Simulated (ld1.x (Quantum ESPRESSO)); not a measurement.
**An odd input for ld1.x (Quantum ESPRESSO) 7.5 (erbium (Er))**

Command:

```bash
ld1.x < Er.in > Er.out
```

Input:

```
&input
   title='Er', zed=68., rel=2, dft='PBE', iswitch=3,
   config='[Xe] 4f12 5d0 6s0 6p0', rel_dist='average',
   nld=7, rlderiv=3.85, eminld=-7.0, emaxld=5.0, deld=0.02
 /
 &inputp
   pseudotype=3, lpaw=.true., tm=.true., lloc=-1, rcloc=150.,
   nlcc=.true., new_core_ps=.true., rcore=0.95,
   which_augfun='PSQ', rmatch_augfun_nc=.true.,
   file_pseudopw='Er.UPF', file_wfcaegen='ae.wfc', file_wfcncgen='nc.wfc', file_beta='beta', file_chi='chi', file_wfcusgen='us.wfc'
 /
8
5S  1  0   2.00   0.00  1.60  2.05  0.0
6S  2  0   0.00   0.00  1.60  2.05  0.0
5P  2  1   6.00   0.00  1.90  2.05  0.0
6P  3  1   0.00   0.00  1.90  2.05  0.0
5D  3  2   0.00   0.00  3.10  3.55  0.0
5D  3  2   0.00  -0.50  3.10  3.55  0.0
4F  4  3  12.00   0.00  0.90  1.00  0.0
4F  4  3   0.00   1.00  0.90  1.00  0.0
 &test
   configts(1)='4f12 5s2 5p6 5d0 6s0 6p0'
 /
```

Output (end):

```
     Eh   =   10197.840721 Ry,    5098.920360 Ha,  138748.691367 eV
     Exc  =    -557.978450 Ry,    -278.989225 Ha,   -7591.683558 eV

     normalization and overlap integrals

     s(1S/1S) =  1.000000  <r> =   0.0204  <r2> =    0.0006  r(max) =   0.0128
     s(2S/2S) =  1.000000  <r> =   0.0859  <r2> =    0.0088  r(max) =   0.0728
     s(2P/2P) =  1.000000  <r> =   0.0715  <r2> =    0.0063  r(max) =   0.0553
     s(2P/2P) =  1.000000  <r> =   0.0787  <r2> =    0.0075  r(max) =   0.0611
     s(3S/3S) =  1.000000  <r> =   0.2249  <r2> =    0.0579  r(max) =   0.2081
     s(3P/3P) =  1.000000  <r> =   0.2146  <r2> =    0.0536  r(max) =   0.1955
     s(3P/3P) =  1.000000  <r> =   0.2283  <r2> =    0.0605  r(max) =   0.2081
     s(4S/4S) =  1.000000  <r> =   0.5081  <r2> =    0.2917  r(max) =   0.4750
     s(4P/4P) =  1.000000  <r> =   0.5172  <r2> =    0.3048  r(max) =   0.4750
     s(4P/4P) =  1.000000  <r> =   0.5487  <r2> =    0.3427  r(max) =   0.5056
     s(3D/3D) =  1.000000  <r> =   0.2012  <r2> =    0.0476  r(max) =   0.1641
     s(3D/3D) =  1.000000  <r> =   0.2055  <r2> =    0.0495  r(max) =   0.1683
     s(5S/5S) =  1.000000  <r> =   1.2529  <r2> =    1.7689  r(max) =   1.1113
     s(5P/5P) =  1.000000  <r> =   1.4121  <r2> =    2.2687  r(max) =   1.2129
     s(5P/5P) =  1.000000  <r> =   1.5197  <r2> =    2.6289  r(max) =   1.3073
     s(4D/4D) =  1.000000  <r> =   0.5775  <r2> =    0.3875  r(max) =   0.5056
     s(4D/4D) =  1.000000  <r> =   0.5887  <r2> =    0.4026  r(max) =   0.5184
     s(4F/4F) =  1.000000  <r> =   0.8103  <r2> =    0.8931  r(max) =   0.5056
     s(4F/4F) =  1.000000  <r> =   0.8295  <r2> =    0.9435  r(max) =   0.5120
     s(5D/5D) =  1.000000  <r> =   2.4106  <r2> =    6.8513  r(max) =   1.8552
     s(5D/5D) =  1.000000  <r> =   2.4705  <r2> =    7.1878  r(max) =   1.9022
     s(6S/6S) =  1.000000  <r> =   3.3050  <r2> =   12.2086  r(max) =   2.9832
     s(6P/6P) =  1.000000  <r> =   3.9433  <r2> =   17.4289  r(max) =   3.5096
     s(6P/6P) =  1.000000  <r> =   4.1574  <r2> =   19.3689  r(max) =   3.7359

     ------------------------ End of All-electron run ------------------------

     --------------------- Generating PAW atomic setup --------------------

      Generating local potential from pseudized AE potential:
      Matching radius rcloc = 150.0000
     Message from routine find_qi:
     qmax not found

 %%%%%%%%%%%%%%%%%%%%%%%%%%%%%%%%%%%%%%%%%%%%%%%%%%%%%%%%%%%%%%%%%%%%%%%%%%%%%%
     Error in routine compute_potps (1):
     problems with find_qi
 %%%%%%%%%%%%%%%%%%%%%%%%%%%%%%%%%%%%%%%%%%%%%%%%%%%%%%%%%%%%%%%%%%%%%%%%%%%%%%

     stopping ...
```

Q: This input was made by a single change from one that runs to its end. What was changed?

A: The change: rcloc set to 150. bohr. The program stops during the generation: "compute_potps: problems with find_qi". Messages: qmax not found.
